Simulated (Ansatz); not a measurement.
InCl2H (InHCl2), 4 atoms. Hardware: 4 threads of Arm Neoverse V2 on a shared host.

In the def2 sets In takes a core potential; there is no spin–orbit coupling. Correlated methods freeze 14 core orbitals; core or outer-core shells of In are correlated, in sets that lack core-valence functions. In CCSD on the charge 1 doublet the largest single amplitude is 0.19, so its Hartree–Fock determinant may place the open shell otherwise than the density functionals do.

Problem. How many basis functions does each of these Ansatz runs have, and roughly what does it cost? PBE0-D4/def2-TZVP, charge 0 triplet at the geometry of the charge 0 singlet, energy; PBE-D4/def2-TZVP, charge 1 doublet at the geometry of the charge 0 singlet, energy, from earlier orbitals; BHLYP-D4/def2-TZVP, charge 0 singlet, energy, from earlier orbitals; r2SCAN-D4/def2-TZVPD, charge -1 doublet at the geometry of the charge 0 singlet, energy, from earlier orbitals; PBE0-D4/def2-SVP, charge 0 singlet, energy, from earlier orbitals; PBE-QIDH/def2-TZVP, charge 0 singlet, energy, from earlier orbitals; PBE0-D4/def2-SVP, charge 0 singlet, energy with a search over starts; CCSD(T)/def2-TZVPP, charge 1 doublet at the geometry of the charge 0 singlet, energy, from earlier orbitals; MP2/def2-TZVP, charge 0 singlet, energy, from earlier orbitals; RPA@PBE/def2-TZVP, charge 0 singlet, energy, from earlier orbitals; CCSD(T)/def2-TZVPP, charge 0 singlet, energy, from earlier orbitals; BLYP-D4/def2-TZVP, charge 0 singlet, energy, from earlier orbitals.

Solution. Other jobs shared the machine, so times can vary by a factor of up to 3. A dash marks memory too small to be measured apart from the calling script's.

| run | functions | fitting or Cholesky vectors | wall time | peak host memory (GiB) |
| --- | --- | --- | --- | --- |
| PBE0-D4/def2-SVP, charge 0 singlet, energy, from earlier orbitals | 67 | 706 | 0.6 s | – |
| PBE0-D4/def2-SVP, charge 0 singlet, energy with a search over starts | 67 | 706 | 0.75 s | – |
| MP2/def2-TZVP, charge 0 singlet, energy, from earlier orbitals | 130 | 959 | 0.75 s | – |
| BLYP-D4/def2-TZVP, charge 0 singlet, energy, from earlier orbitals | 130 | 944 | 0.85 s | – |
| BHLYP-D4/def2-TZVP, charge 0 singlet, energy, from earlier orbitals | 130 | 1147 | 1.1 s | – |
| RPA@PBE/def2-TZVP, charge 0 singlet, energy, from earlier orbitals | 130 | 959 | 1.6 s | – |
| PBE-D4/def2-TZVP, charge 1 doublet at the geometry of the charge 0 singlet, energy, from earlier orbitals | 130 | 944 | 1.7 s | – |
| PBE-QIDH/def2-TZVP, charge 0 singlet, energy, from earlier orbitals | 130 | 959 | 1.8 s | – |
| CCSD(T)/def2-TZVPP, charge 0 singlet, energy, from earlier orbitals | 148 | 1055 | 3.2 s | 0.64 |
| r2SCAN-D4/def2-TZVPD, charge -1 doublet at the geometry of the charge 0 singlet, energy, from earlier orbitals | 157 | 1042 | 5.5 s | – |
| PBE0-D4/def2-TZVP, charge 0 triplet at the geometry of the charge 0 singlet, energy | 130 | 1061 | 5.5 s | 0.55 |
| CCSD(T)/def2-TZVPP, charge 1 doublet at the geometry of the charge 0 singlet, energy, from earlier orbitals | 148 | 1055 | 26 s | 1.5 |
